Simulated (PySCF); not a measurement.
## How methods differ on the ionisation energy of S⁺

S⁺ [Ne] 3s2 3p3 (4S) → S²⁺ [Ne] 3s2 3p2 (3P), as a difference of total energies. Calculation: PySCF 2.14, in aug-cc-pCVTZ-DK (8s7p5d3f, 75 functions); scalar relativity by spin-free X2C-1e. Correlated levels: valence: [Ne] frozen; valence and next inner shell: 1s2 frozen; nothing frozen. The calculations carry no spin-orbit coupling.

| method | ionisation energy (eV) | plus first-order spin-orbit estimate | error of that sum (eV) |
| --- | --- | --- | --- |
| UHF | 22.708 | 22.645 | -0.693 |
| LDA | 23.387 | 23.325 | -0.013 |
| PBE | 23.309 | 23.247 | -0.091 |
| PBE0 | 23.375 | 23.313 | -0.025 |
| r2SCAN | 23.507 | 23.445 | +0.107 |
| BLYP | 23.007 | 22.945 | -0.393 |
| HSE06 | 23.359 | 23.297 | -0.041 |
| r2SCAN0 | 23.491 | 23.429 | +0.091 |
| MN15 | 23.344 | 23.282 | -0.056 |
| MP2 (valence) | 23.331 | 23.269 | -0.069 |
| SCS-MP2 (valence) | 23.142 | 23.080 | -0.258 |
| MP2 (valence and next inner shell) | 23.359 | 23.297 | -0.041 |
| SCS-MP2 (valence and next inner shell) | 23.168 | 23.106 | -0.232 |
| MP2 (all electrons) | 23.362 | 23.299 | -0.039 |
| SCS-MP2 (all electrons) | 23.170 | 23.108 | -0.230 |

Reference: 23.338 eV (measured; NIST Atomic Spectra Database, ionization energies).

A first-order spin-orbit estimate (lowest level to lowest level, LS coupling) adds -0.062 eV.

Errors of the correlated levels include the incompleteness of this basis and the frozen core.
